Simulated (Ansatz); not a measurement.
`N#Cc1ccccc1`: measurement beside calculation (Ansatz, PBE0-D4/def2-TZVP geometry).

```xyz
13

N    -0.9737   -3.4052   -0.8028
C    -0.6649   -2.3253   -0.5482
C    -0.2822   -0.9872   -0.2328
C     0.9873   -0.5273   -0.5816
C     1.3525    0.7709   -0.2731
C     0.4603    1.6098    0.3795
C    -0.8029    1.1514    0.7264
C    -1.1794   -0.1447    0.4231
H     1.6747   -1.1914   -1.0906
H     2.3384    1.1297   -0.5433
H     0.7508    2.6260    0.6191
H    -1.4986    1.8073    1.2359
H    -2.1623   -0.5139    0.6885
```

Measured: 2238 cm⁻¹ (C#N stretch). Source: Vibrational Stark Effect of the Electric-Field Reporter 4-Mercaptobenzonitrile as a Tool for Investigating Electrostatics at Electrode/SAM/Solution Interfaces, 2012 (pmc:3397537).

Harmonic PBE0-D4 wavenumbers (cm⁻¹, unscaled): 146, 167, 392, 407, 466, 572, 574, 638, 708, 779, 783, 863, 950, 980, 1002, 1024, 1060, 1111, 1185, 1202, 1235, 1340, 1369, 1487, 1534, 1643, 1670, 2365, 3196, 3206, 3214, 3223, 3226. Fundamentals include anharmonicity and usually lie a few per cent under these; harmonic values from spectra compare directly.
